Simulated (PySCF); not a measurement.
PySCF 2.14 output of an unrestricted wB97M-V calculation on a single atom or ion in dyall-av3z, with no relativity, point nucleus:

```
SCF conv_tol = 1e-09
number electrons alpha = 3  beta = 2
    N. Mardirossian and M. Head-Gordon.,  J. Chem. Phys. 144, 214110 (2016)
cycle= 1 E= -24.3637393887073  delta_E= -0.0021  |g|= 0.00734  |ddm|= 0.118
cycle= 2 E= -24.3638166247538  delta_E= -7.72e-05  |g|= 0.0017  |ddm|= 0.0243
cycle= 3 E= -24.3638236064381  delta_E= -6.98e-06  |g|= 0.000268  |ddm|= 0.00838
cycle= 4 E= -24.3638237804806  delta_E= -1.74e-07  |g|= 1.07e-05  |ddm|= 0.00151
cycle= 5 E= -24.363823780648  delta_E= -1.67e-10  |g|= 1.2e-06  |ddm|= 4.19e-05
converged SCF energy = -24.363823780648  <S^2> = 0.75018467  2S+1 = 2.0001847
```

The run itself started from symmetry-adapted Hartree-Fock orbitals and held the occupation by maximum overlap, on a logarithmic radial grid, so the iterations belong to that start.

Which element, charge and spin multiplicity is this?

B (boron, neutral), multiplicity 2; the state was [He] 2s2 3d1, 2D determinant (an excited configuration).

The outer electron is Rydberg-like, and this basis confines it to a smaller radius and binds it less than a complete one would.
